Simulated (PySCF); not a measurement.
Energy of V(2+) (vanadium, charge +2) between two integer charges

The 3d alpha orbital of [Ar] 3d3 is emptied in steps (occupation f), with all orbitals relaxed, ending at [Ar] 3d2. Calculation: PySCF 2.14, in jorge-DZP-DKH (8s6p2d1f, 43 functions); scalar relativity by spin-free X2C-1e. The exact energy is a straight line in f; departures are measured from the line between the end points of the same method.

| f | BHandHLYP (eV) | wB97X (eV) | CAM-B3LYP (eV) |
| --- | --- | --- | --- |
| 1 | 0.000 | 0.000 | 0.000 |
| 0.75 | -0.592 | -0.533 | -0.742 |
| 0.5 | -0.796 | -0.724 | -1.000 |
| 0.25 | -0.602 | -0.552 | -0.758 |
| 0 | 0.000 | 0.000 | 0.000 |

Problem. For CAM-B3LYP, how does the orbital energy at f = 1 compare with the removal energy?

Solution. −ε = 26.158 eV against a total-energy difference of 30.068 eV. By Janak's theorem ε = ∂E/∂f, so the gap between them reflects the curvature. Along the path −ε is 28.057 (f = 0.75), 30.024 (f = 0.5), 32.058 (f = 0.25) eV.

```json
{"method": "BHandHLYP", "E(f=0) − E(f=1) (eV)": "29.800", "−ε at f=1 (eV)": "26.672", "−ε at f=0.5 (eV)": "29.773"}
{"method": "wB97X", "E(f=0) − E(f=1) (eV)": "29.622", "−ε at f=1 (eV)": "26.830", "−ε at f=0.5 (eV)": "29.572"}
{"method": "CAM-B3LYP", "E(f=0) − E(f=1) (eV)": "30.068", "−ε at f=1 (eV)": "26.158", "−ε at f=0.5 (eV)": "30.024"}
```

Reference removal energy between the ground levels: 29.311 eV (measured; NIST Atomic Spectra Database, ionization energies). The calculation has no spin-orbit coupling. The determinant left behind need not be the lowest term of the ion.
